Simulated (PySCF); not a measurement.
# Exercise with solution: oscillator strength and radiative lifetime

CH6O2Si2, SMILES [Si@H]1([SiH2]CO1)O.

Coordinates come from a ωB97X-D3(BJ)/def2-SVP optimisation. The structure was generated by enumeration; whether it is a known compound was not checked. Other conformers were not sampled.

TDA-PBE/def2-SVPD in PySCF puts the first singlet state with f over 0.02 at 5.74 eV (vertical), with the transition dipole (-0.384, 0.152, 0.114) in atomic units.

**Question.** Find the oscillator strength, the wavelength and the radiative lifetime that this transition would have in vacuum if emission retraced absorption.

**Answer.** 
|μ|² = 0.1836 au, so |μ| = 1.09 D. ΔE = 5.74/27.211 = 0.2109 hartree. f = (2/3) ΔE |μ|² = 0.026 (the program prints 0.026).
λ = 1239.84/5.74 = 216 nm; ν = 46296 cm⁻¹.
Einstein's coefficient A = 0.6670 ν² f s⁻¹ (ν in cm⁻¹) = 3.7e7 s⁻¹, so τ = 1/A = 27 ns. This state is S3; the lower singlets have f = 0.015, 0.006. The figure is the radiative limit of this one transition; relaxation, internal conversion, crossing to triplets and a medium change what is measured.
